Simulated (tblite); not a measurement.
Species: C4H7OSi (doublet state).
SMILES with atom numbers: `[CH:1]#[C:2][Si@H:3]([O:4])[CH2:5][CH3:6]` (hydrogens: H7 on C1; H8 on Si3; H9, H10 on C5; H11, H12, H13 on C6)
Bond orders are those of one Lewis drawing.

Computed with GFN2-xTB (tblite), gas phase: L-BFGS steps from a force-field or distance-geometry start until the largest atomic force falls under 0.01 eV/Å.

Step 75: E = -485.0730 eV
```
atom  x, y, z in Å  |  force x, y, z in eV/Å
C1      2.5966   -0.7108   -0.6791   -0.005  -0.004  -0.005
C2      1.8010    0.0818   -0.2502    0.005   0.012   0.013
Si3     0.5689    1.2926    0.4397   -0.004   0.027  -0.001
O4      0.2691    1.3921    1.9277   -0.008   0.000  -0.011
C5     -1.0653    0.3146   -0.3926   -0.004  -0.004   0.000
C6     -1.2973   -0.9189    0.3968   -0.005  -0.001  -0.001
H7      3.3067   -1.3910   -1.0540    0.015  -0.006  -0.004
H8      0.5418    2.4481   -0.4648    0.017  -0.015  -0.004
H9     -0.7747    0.1468   -1.4204   -0.007   0.009   0.001
H10    -1.8389    1.0622   -0.2958   -0.002  -0.001   0.016
H11    -0.4519   -1.5991    0.3227   -0.014  -0.011   0.003
H12    -2.1833   -1.4337    0.0101    0.007  -0.003  -0.005
H13    -1.4770   -0.6841    1.4423    0.005  -0.004  -0.001
```

Step 76: E = -485.0731 eV
```
atom  x, y, z in Å  |  force x, y, z in eV/Å
C1      2.5996   -0.7099   -0.6790   -0.022   0.008   0.002
C2      1.8006    0.0803   -0.2514    0.023  -0.002   0.007
Si3     0.5690    1.2916    0.4388   -0.002   0.031  -0.003
O4      0.2697    1.3919    1.9270   -0.007   0.000  -0.016
C5     -1.0664    0.3151   -0.3913   -0.007  -0.008  -0.007
C6     -1.2986   -0.9192    0.3968   -0.005   0.001   0.002
H7      3.3107   -1.3893   -1.0534    0.014  -0.004  -0.003
H8      0.5445    2.4473   -0.4662    0.014  -0.020   0.001
H9     -0.7782    0.1473   -1.4196   -0.002   0.011  -0.006
H10    -1.8394    1.0634   -0.2937   -0.001  -0.005   0.020
H11    -0.4530   -1.5995    0.3238   -0.017  -0.004   0.001
H12    -2.1839   -1.4346    0.0088    0.009   0.001  -0.002
H13    -1.4790   -0.6839    1.4420    0.002  -0.010   0.004
```

Step 77: E = -485.0732 eV
```
atom  x, y, z in Å  |  force x, y, z in eV/Å
C1      2.6023   -0.7092   -0.6788   -0.036   0.018   0.008
C2      1.8001    0.0782   -0.2514    0.040  -0.015   0.000
Si3     0.5691    1.2910    0.4381    0.003   0.023  -0.005
O4      0.2693    1.3925    1.9261   -0.007   0.001  -0.016
C5     -1.0679    0.3159   -0.3900   -0.009  -0.011  -0.012
C6     -1.2997   -0.9195    0.3965   -0.003   0.003   0.005
H7      3.3149   -1.3875   -1.0532    0.008   0.003   0.001
H8      0.5481    2.4452   -0.4686    0.011  -0.018   0.001
H9     -0.7823    0.1488   -1.4188    0.004   0.012  -0.014
H10    -1.8402    1.0648   -0.2906    0.000  -0.008   0.023
H11    -0.4538   -1.5997    0.3241   -0.015   0.003  -0.001
H12    -2.1838   -1.4362    0.0076    0.007   0.007   0.000
H13    -1.4806   -0.6838    1.4414   -0.002  -0.017   0.011
```

Step 78: E = -485.0734 eV
```
atom  x, y, z in Å  |  force x, y, z in eV/Å
C1      2.6031   -0.7096   -0.6781   -0.041   0.022   0.012
C2      1.7994    0.0760   -0.2499    0.049  -0.022  -0.005
Si3     0.5691    1.2913    0.4375    0.010   0.003  -0.008
O4      0.2674    1.3948    1.9249   -0.007   0.002  -0.011
C5     -1.0696    0.3171   -0.3886   -0.011  -0.012  -0.015
C6     -1.2994   -0.9199    0.3957    0.000   0.003   0.008
H7      3.3169   -1.3873   -1.0525   -0.002   0.011   0.006
H8      0.5518    2.4426   -0.4718    0.009  -0.006  -0.004
H9     -0.7867    0.1522   -1.4184    0.008   0.012  -0.021
H10    -1.8415    1.0660   -0.2859    0.001  -0.011   0.024
H11    -0.4529   -1.5993    0.3228   -0.009   0.007  -0.002
H12    -2.1819   -1.4388    0.0061    0.001   0.013   0.001
H13    -1.4800   -0.6846    1.4406   -0.007  -0.023   0.017
```

**Question.** Estimate the geometry and energy of step 79. (The exact step hangs on the optimiser's Hessian estimate; all steps are aligned on step 78, rigid shifts and turns removed.)

**Answer.** E = -485.0735 eV, largest force 0.051 eV/Å
```
atom  x, y, z in Å  |  force x, y, z in eV/Å
C1      2.6012   -0.7118   -0.6763   -0.035   0.018   0.011
C2      1.7985    0.0742   -0.2468    0.046  -0.020  -0.006
Si3     0.5688    1.2930    0.4368    0.017  -0.022  -0.010
O4      0.2637    1.3996    1.9231   -0.007   0.004  -0.002
C5     -1.0715    0.3189   -0.3872   -0.011  -0.010  -0.015
C6     -1.2971   -0.9207    0.3940    0.004   0.002   0.008
H7      3.3151   -1.3900   -1.0504   -0.012   0.019   0.010
H8      0.5557    2.4402   -0.4759    0.007   0.012  -0.013
H9     -0.7919    0.1580   -1.4184    0.009   0.011  -0.025
H10    -1.8433    1.0670   -0.2787    0.001  -0.012   0.021
H11    -0.4493   -1.5980    0.3188    0.000   0.007  -0.002
H12    -2.1775   -1.4425    0.0039   -0.009   0.018   0.002
H13    -1.4768   -0.6874    1.4394   -0.011  -0.028   0.021
```

The energy changes by -0.0002 eV. The first-order estimate −F·Δx gives -0.0003 eV and the mean of the old and new forces, exact on a quadratic surface, -0.0002 eV. The step makes an angle of 82° with the force vector and moves no atom by more than 0.008 Å.

The cost below is that of the whole relaxation. The run took 0.55 s on one thread, Arm Neoverse V1 (aarch64), shared host with 32 logical CPUs at a one-minute load of 14.
